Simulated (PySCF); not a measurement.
**Calcium: a sound run and one with changed settings**

Sound run: Ca [Ar] 4s2, Ca⁺ [Ar] 4s1. Computed with PySCF 2.14 in cc-pVDZ-X2C (5s4p2d, 27 functions), with the spin-free X2C one-electron Hamiltonian (Gaussian nucleus). In the sound run the correlated levels freeze [Ar]. The sound run starts from symmetry-adapted Hartree-Fock orbitals and uses a fine grid where one is needed.

Changed run: initial guess sap, at most 5 SCF cycles. This setting is unsound on purpose.

| species | method | sound run (hartree) | changed run (hartree) | converged |
| --- | --- | --- | --- | --- |
| Ca | UHF | -679.62917 | -679.62917 | yes |
| Ca | PBE | -680.22985 | -680.22985 | yes |
| Ca | BP86 | -680.52639 | -680.52639 | yes |
| Ca | MP2 | -679.64649 | -679.64649 | yes |
| Ca | CCSD(T) | -679.65703 | -679.65703 | yes |
| Ca⁺ | UHF | -679.44005 | -679.44005 | yes |
| Ca⁺ | PBE | -680.00449 | -680.00449 | no |
| Ca⁺ | BP86 | -680.29694 | -680.29693 | no |

Ionisation energy of Ca:

```csv
method,sound run (eV),changed run (eV)
UHF,5.146,5.146
MP2,5.617,5.617
SCS-MP2,5.712,5.712
CCSD,5.904,5.904
CCSD(T),5.904,5.904
CCSDT,5.904,5.904
FCI,5.904,5.904
```

The SCF was stopped early; the energies are upper bounds that still move, and correlated levels were skipped or rest on poor orbitals.

For comparison, NIST gives 6.113 eV between the lowest levels.
